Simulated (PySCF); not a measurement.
[PySCF 2.14.0 with density-fitted response routines: GFN2-xTB structure; shieldings: GIAO PBE0/pcSseg-1; a single conformation; non-relativistic; rapidly exchanging positions averaged; no solvent]

Scale: 1H and 13C against TMS (reference shieldings calculated alike). Shifts are as computed. Against solution values, carbons near 30 ppm lie about +3 ppm off and those near 130 ppm about +5 ppm; carbons on Cl a further +6 ppm. Of 1211 compounds with measured shifts, 218 miss one by over three times the rms of a fit or turn the order of signals round; such compounds aren't used in these exercises. Carbons bonded to Cl come out too deshielded. OH and NH positions are gas-phase values without hydrogen bonding to other molecules.

Q: Order these molecules by the shift of their most deshielded carbon, lowest δ first.
A. O=COC1=COCCC1
B. N[Si@@H](C=O)N([SiH3])[SiH3]
C. FC(F)(F)c1cccpc1
D. C[C@@H]1C[C@]2(Cl)C[C@H]1C[C@H]2F

A: D (98.0 ppm, sp3 CH bonded to F), A (162.3 ppm, ester carbonyl carbon), C (169.1 ppm, aromatic CH), B (253.3 ppm, carbonyl carbon).

Q: Order these molecules by the shift of their most shielded carbon, lowest δ first.
A. C[C@@H]1C[C@]2(Cl)C[C@H]1C[C@H]2F
B. FC(F)(F)c1cccpc1
C. N[Si@@H](C=O)N([SiH3])[SiH3]

A: A (23.9 ppm, methyl carbon), B (132.1 ppm, aromatic CH), C (253.3 ppm, carbonyl carbon).

Q: How many 13C and 1H signals does each give (equivalence by symmetry and fast rotation, but not about amide C–N or C=N bonds)? `FC(F)(F)c1cccpc1`, `O=COC1=COCCC1`, `N[Si@@H](C=O)N([SiH3])[SiH3]`, `C[C@@H]1C[C@]2(Cl)C[C@H]1C[C@H]2F`

A: FC(F)(F)c1cccpc1: 6 C, 4 H; O=COC1=COCCC1: 6 C, 5 H; N[Si@@H](C=O)N([SiH3])[SiH3]: 1 C, 4 H; C[C@@H]1C[C@]2(Cl)C[C@H]1C[C@H]2F: 8 C, 10 H.
